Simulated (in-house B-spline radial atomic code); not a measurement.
RPA and G0W0 for Os⁸⁺, [Xe] 4f14, as one setting changes: the highest l of the empty states. Start: PBE0. A dash marks a level of low quasi-particle weight. Computed with an all-electron radial atomic-structure program (B-spline basis): all electrons, scalar-relativistic (spin-free one-electron X2C), finite nucleus, each spin shell either full or empty, empty states to the listed l with an (l + 1/2)⁻⁴ tail; G0W0 by contour deformation at full frequency.

Without the two-electron picture change, the correlation of inner shells comes somewhat too large for so heavy an element.

| highest l of the empty states | RPA summed (Eh) | RPA extrapolated (Eh) | G0W0 level (eV) |
| --- | --- | --- | --- |
| 5 | -5.3968 | -6.2819 | 5p -173.07 |
| 6 | -5.7228 | -6.2826 | 5p -173.18 |
| 7 | -5.8978 | -6.2554 | 5p -173.15 |
| 8 | ? | ? | ? |
| 9 | ? | ? | ? |
| 10 | -6.0939 | -6.2054 | 5p -173.13 |
| 11 | -6.1175 | -6.197 | 5p -173.13 |

(1) What belongs in the row for 9?

(2) What belongs in the row for 8?

Results:

(1) RPA summed (Eh): -6.0571; RPA extrapolated (Eh): -6.2173; G0W0 level (eV): 5p -173.13.

(2) RPA summed (Eh): -5.9979; RPA extrapolated (Eh): -6.2353; G0W0 level (eV): 5p -173.14.
